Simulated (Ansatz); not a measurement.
Consider the substitution at a C–B bond: `CBO[SiH2]C` + `C[O][Ge]([OH])([O]C)[O]C` → `C[O][Ge]([O]C)([O]C)[O]C` + `BO[SiH2]C`.

Computed with Ansatz on PBE0-D4/def2-TZVP structures; ΔE is electronic, products minus reactants. CBS: MP2 limit from def2 TZ/QZ plus the TZ coupled-cluster correction, frozen cores. Functionals use def2-TZVPP. B3LYP here is the variant with VWN-RPA as its local correlation; programs differ in this. For Ge outer-core shells are correlated without core-valence functions, which leaves a few kJ/mol of doubt a bond. Scalar relativity is left out up to krypton. One conformer a species, not always the lowest.

`CBO[SiH2]C`:

```xyz
14

C     0.926    1.519   -2.076
B     0.791    0.233   -1.203
O    -0.283    0.053   -0.399
Si   -0.717   -1.172    0.631
C    -0.877   -0.491    2.351
H     0.096    2.219   -1.957
H     1.007    1.245   -3.134
H     1.863    2.037   -1.842
H     1.641   -0.626   -1.226
H     0.307   -2.251    0.573
H    -2.018   -1.705    0.153
H     0.080   -0.105    2.710
H    -1.207   -1.274    3.039
H    -1.608    0.319    2.381
```

`C[O][Ge]([OH])([O]C)[O]C`:

Z-matrix (Å, degrees):
```
C
O 1 1.414
H 1 1.096 2 112.0
H 1 1.091 2 107.5 3 -119.1
H 1 1.096 2 112.0 3 121.8
Ge 2 1.754 1 118.6 3 -60.6
O 6 1.754 2 112.7 1 57.9
O 6 1.754 2 112.7 1 -58.0
O 6 1.758 2 102.6 1 179.9
C 7 1.414 6 118.9 2 57.4
C 8 1.414 6 118.9 2 -57.3
H 9 0.961 6 111.9 2 179.9
H 10 1.092 7 107.5 6 -179.5
H 10 1.096 7 112.0 6 -60.5
H 10 1.096 7 112.0 6 61.4
H 11 1.091 8 107.5 6 179.5
H 11 1.096 8 112.0 6 60.5
H 11 1.096 8 111.9 6 -61.4
```

`C[O][Ge]([O]C)([O]C)[O]C`:

```xyz
21

C     1.087   -2.456   -0.489
O     0.575   -1.270   -1.066
Ge    0.000   -0.001    0.000
O    -1.281   -0.541    1.071
C    -2.461   -1.067    0.498
O    -0.528    1.245   -1.117
C    -1.063    2.442   -0.588
O     1.234    0.563    1.112
C     2.437    1.081    0.579
H     1.386   -3.116   -1.306
H     1.962   -2.262    0.140
H     0.336   -2.974    0.118
H    -2.264   -1.967   -0.096
H    -3.133   -1.334    1.317
H    -2.968   -0.338   -0.143
H    -1.963    2.262    0.009
H    -1.329    3.083   -1.431
H    -0.337    2.975    0.037
H     2.263    1.964   -0.046
H     3.071    1.372    1.420
H     2.975    0.338   -0.020
```

`BO[SiH2]C`:

Cartesian coordinates in Å:
```
B -1.439 0.960 -1.454
O -0.225 0.711 -0.932
Si 0.289 0.396 0.618
C 1.106 -1.270 0.650
H -2.411 0.983 -0.742
H -1.519 1.151 -2.636
H 1.249 1.469 0.978
H -0.880 0.446 1.536
H 1.493 -1.483 1.650
H 0.398 -2.058 0.385
H 1.940 -1.306 -0.053
```

Problem. Is it downhill or uphill in electronic energy at CCSD(T)/CBS, and by how much? (Best estimate.)

Solution. The calculation gave: Uphill: ΔE = +26.2 kcal/mol.

Problem. What do these levels give: PBE-D4, PBE0-D4, PBE-QIDH, B3LYP, HF/CBS(def2), MP2/CBS(def2)? (Estimate.)

Solution. The calculation gave: PBE-D4 26.6, PBE0-D4 26.9, PBE-QIDH 27.3, B3LYP 26.0, HF/CBS(def2) 23.9, MP2/CBS(def2) 27.4 kcal/mol.

Largest T1 diagnostic among the species: 0.012.

The D4 term adds −1.1 kcal/mol with B3LYP and −0.7 kcal/mol with PBE0; it sums over pairs of atoms, weighted by their polarisabilities, and B3LYP, whose exchange is more repulsive, gets the larger term. Leaving LDA and LC-ωPBE aside and taking each functional with its dispersion term where it has one, the values, not all of them listed here, spread over 3.4 kcal/mol, from BLYP-D4 to B97M-V. LDA lies +0.9 kcal/mol from PBE without D4.
